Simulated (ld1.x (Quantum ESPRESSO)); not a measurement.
Transferability test, PAW potential for aluminium

```json
{"Element": "Al (Z = 13)", "Generator": "ld1.x (Quantum ESPRESSO) 7.5", "Type": "PAW", "Functional": "LDA (PZ)", "Relativity": "scalar-relativistic", "Frozen core": "[Ne]", "Valence charge": "3", "Reference configuration": "3s1 3p0 (charge +2)", "Partial waves": "3s (bound): rcut 1.66, rcutus 1.76 bohr; 3s channel at 0.25 Ry: rcut 1.66, rcutus 1.76 bohr; 3p (bound, empty): rcut 1.50, rcutus 2.10 bohr; 3p channel at -0.25 Ry: rcut 1.50, rcutus 2.10 bohr; 3d channel at -0.1 Ry: rcut 1.40, rcutus 1.90 bohr; 3d channel at 0.35 Ry: rcut 1.40, rcutus 1.90 bohr", "Local potential": "all-electron potential smoothed inside 1.45 bohr (lloc = -1)", "Core correction": "a·sin(br)/r model core, default radius (ld1.x builds one for every PAW set, though the input has nlcc=.false.)", "Augmentation charge": "PSQ, radius 1.35 bohr"}
```

Energies are relative to the spin-unpolarised reference configuration 3s1 3p0; without spin polarisation the order of configurations can differ from experiment. Spin-polarised rows fill each open shell by Hund’s rule, majority spin first.

```tsv
valence configuration	charge	ΔE all-electron (eV)	error AE − PS (meV)
3s2 3p1	0	-25.224	-14
3s2 3p0	+1	-19.377	-9.4
3s1 3p2	0	-20.069	-9.0
3s1 3p1	+1	-13.558	-4.9
3s2 3p1.3	-0.3	-25.822	-14
3s1 3p0 (spin-polarised)	+2	-0.427	-0.9
3s2 3p1 (spin-polarised)	0	-25.360	-14
```

Question: What are ΔE and the potential's error for 3s0 3p3?

Answer: ΔE = -14.719 eV all-electron; the error (AE − PS) is -4.9 meV.

Question: What are ΔE and the potential's error for 3s2 3p0.5?

Answer: ΔE = -23.099 eV all-electron; the error (AE − PS) is -13 meV.

Levels in the configuration 3s1 3p2:

```csv
level,all-electron (eV),pseudo (eV)
3s,-8.669,-8.663
3p,-3.411,-3.409
```
